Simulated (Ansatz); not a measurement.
The cluster KNa2⁺. Total charge 1; singlet. Geometry PBE/def2-TZVP, basis def2-TZVP, Ansatz.

```xyz
3

Na    0.977    1.162    1.367
Na   -1.678    1.025   -0.553
K     0.701   -2.186   -0.813
```

```json
{"run": "A", "HOMO (eV)": "-7.02", "LUMO (eV)": "-4.99"}
{"run": "B", "HOMO (eV)": "-7.37", "LUMO (eV)": "-4.66"}
{"run": "C", "HOMO (eV)": "-6.96", "LUMO (eV)": "-4.71"}
{"run": "D", "HOMO (eV)": "-6.76", "LUMO (eV)": "-4.87"}
{"run": "E", "HOMO (eV)": "-6.92", "LUMO (eV)": "-5.22"}
```

HSE06 is defined as in plane-wave codes, on full-range PBE exchange. The structure comes from a short search, and lower isomers may exist.

**Question.** The runs used HSE06, PBE, PBE0, r2SCAN, r2SCANh. Estimate which is which.

**Answer.** A HSE06 (range-separated); B PBE0 (25 % exact exchange); C r2SCANh (10 % exact exchange); D r2SCAN (0 % exact exchange); E PBE (0 % exact exchange). Exact exchange lowers occupied and raises empty levels; among semilocal functionals meta-GGAs tend to open the gap a little, and such runs are hard to tell apart. The gap grows from 1.70 eV (PBE) to 2.71 eV (PBE0).
